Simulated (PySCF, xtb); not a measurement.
NSi, SMILES N#[Si], multiplicity 2.

Harmonic wavenumbers (cm⁻¹) from GFN2-xTB in xtb 6.7.1 at its own minimum, in rising order: 1492.

Task: What does PySCF with PBE0-D3(BJ)/def2-TZVPD give at its own minimum? (The exact figures need the calculation; the answer reports its results.)

Result: 1197. Paired by order, the mean absolute difference is 295 cm⁻¹ and the zero-point energies are 2.1 and 1.7 kcal/mol.
